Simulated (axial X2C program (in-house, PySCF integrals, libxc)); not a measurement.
**Which functional? An output for InCl**

An SCF output computed with an axial X2C code built on PySCF integrals for InCl at 2.427 Å, two-component, state Ω = 0, In dyall-cv3z [11s12p9d4f1g], Cl dyall-av3z [9s8p3d2f] (cores contracted in-house), without its first line:

```
basis functions 191  fitting functions 958  grid points 5083
iter        total energy     max residual
   1      -6336.774393098     3.66e-01
   2      -6336.801287979     7.30e-03
   3      -6336.802235398     8.05e-03
   4      -6336.802303826     1.48e-03
   5      -6336.802314392     2.98e-04
   6      -6336.802315038     1.17e-04
   7      -6336.802315131     2.25e-05
   8      -6336.802315140     6.35e-06
   9      -6336.802315141     2.36e-06
converged
one-electron -9086.62514448  Coulomb 2757.89257818  exact exchange -186.34338996  xc functional 0.00000000  nuclear repulsion 181.62530560  atomic mean-field constant -3.35166449
```

Task: Which level of theory produced it?
A. B97-3
B. HF
C. PBE0

Result: B. The exact-exchange term against the functional term shows a share of 1 of exact exchange.
